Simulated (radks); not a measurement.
The nuclear charge of the barium ion Ba2+ is varied continuously with 54 electrons held in [Xe]. Calculated with a radial shooting solver on a logarithmic mesh with Libxc functionals: Dirac Kohn-Sham, BLYP, spin-unpolarised, spherical densities, finite nucleus; Fermi nuclear charge, rms radius 4.8378 fm. By the Hellmann-Feynman theorem dE/dZ = E(electron-nucleus)/Z, the electronic potential at the nucleus (averaged over a nucleus of fixed radius).

\begin{tabular}{lrrrrr}
Z & E (hartree) & E(electron-nucleus)/Z (hartree) & HOMO & e(HOMO) (eV) & <r> HOMO (bohr) \\ \hline
55.5 & -7963.7433 & -348.613 & 5p3/2 & -23.781 & 2.010 \\
56 & -8139.1475 & -353.006 & 5p3/2 & -30.025 & 1.925 \\
56.5 & -8316.7508 & -357.409 & 5p3/2 & -36.665 & 1.849 \\
57 & -8496.5582 & -361.822 & 5p3/2 & -43.684 & 1.782 \\
\end{tabular}

The central difference of E at Z = 56 is -353.008 hartree, to compare with the third column; the second derivative is -8.8 hartree.
